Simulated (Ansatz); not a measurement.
Compare A (`[OH][SnH]([F])[O][SiH3]`) with its isomer B (`O[SiH](F)[O][SnH3]`).

Gas-phase electronic energies from Ansatz, PBE0-D4/def2-TZVP geometries. CBS: MP2 limit from def2 TZ/QZ plus the TZ coupled-cluster correction, frozen cores. DFT in def2-TZVPP. B3LYP here is the variant with VWN-RPA as its local correlation; programs differ in this. Elements past krypton have def2 core potentials. For Sn outer-core shells are correlated without core-valence functions, which leaves a few kJ/mol of doubt a bond. One conformer a species, not always the lowest.

A:

Z-matrix (Å, degrees):
```
Sn
F 1 1.912
O 1 1.933 2 103.8
O 1 1.937 2 105.7 3 115.5
H 1 1.682 2 112.3 3 -120.9
Si 3 1.640 1 134.9 2 59.3
H 4 0.961 1 113.4 2 -42.5
H 6 1.492 3 110.5 1 12.9
H 6 1.485 3 109.1 1 132.5
H 6 1.485 3 110.3 1 -107.4
```

B:

Z-matrix (Å, degrees):
```
Si
F 1 1.597
O 1 1.599 2 111.6
O 1 1.638 2 107.7 3 -118.1
H 1 1.473 2 105.9 3 121.0
Sn 3 1.977 1 132.2 2 -95.4
H 4 0.958 1 118.6 2 -42.8
H 6 1.700 3 106.2 1 -75.2
H 6 1.700 3 102.8 1 165.7
H 6 1.701 3 107.2 1 46.3
```

Q: Which is lower in electronic energy at CCSD(T)/CBS, and by how much? (Best estimate.)

A: Ansatz gave: B, by 186.2 kJ/mol.

Q: Give E(B) − E(A) in kJ/mol with B2PLYP, ωB97M-V, PBE-D4, B3LYP, PBE0-D4, MP2/def2-TZVPP, CCSD/def2-TZVPP. (Best estimate.)

A: Computed: B2PLYP -190.0, ωB97M-V -197.5, PBE-D4 -177.6, B3LYP -188.6, PBE0-D4 -192.7, MP2/def2-TZVPP -196.1, CCSD/def2-TZVPP -201.7. None reverses the order clearly.

Q: Does the order hold for the free energy at 298.15 K (harmonic terms from PBE0-D4)? (Estimate.)

A: Ansatz gave: Yes: G(B) − G(A) = -182.9 kJ/mol, for one conformer each. Modes under 60 cm⁻¹, often nearly free rotors, make the harmonic entropy too high.

Largest T1 diagnostic: 0.014.

From r2SCAN to r2SCAN0 (25 % exact exchange), in def2-TZVPP and without D4, E(B) − E(A) moves by −12.1 kJ/mol. In def2-TZVPP, CCSD(T) changes the Hartree–Fock value by +9.1 kJ/mol (the triples alone add +4.6 kJ/mol) and MP2 by +10.0 kJ/mol.
